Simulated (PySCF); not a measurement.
Ionisation energy of La(2+) by level of theory

La(2+) [Xe] 5d1 [5d3/2^1, M_J = 3/2] → La(3+) [Xe], as a difference of total energies. Calculation: PySCF 2.14, in x2c-TZVPPall-2c (11s11p10d3f1g, 124 functions); the two-component X2C-1e Hamiltonian. Correlated levels: [Ar] 3d10 frozen; the 18 highest virtual spinors dropped. "Screened" scales the spin-orbit matrix elements by Boettger's factors to mimic the two-electron term; Breit and QED terms are absent.

```
                    method  ionisation energy (eV)
           GHF (spin-free)                  18.117
          GMP2 (spin-free)                  18.543
 GHF (screened spin-orbit)                  18.215
GMP2 (screened spin-orbit)                  18.680
```

The spin-free rows lack the spin-orbit shift.

Errors of the correlated levels include the incompleteness of this basis and the frozen core.

Problem. Which method comes closest to the reference value, and which is furthest?

Solution. The reference is 19.177 eV (measured; NIST Atomic Spectra Database, ionization energies). Closest: GMP2 (screened spin-orbit) (error -0.497 eV); furthest: GHF (spin-free) (error -1.060 eV).
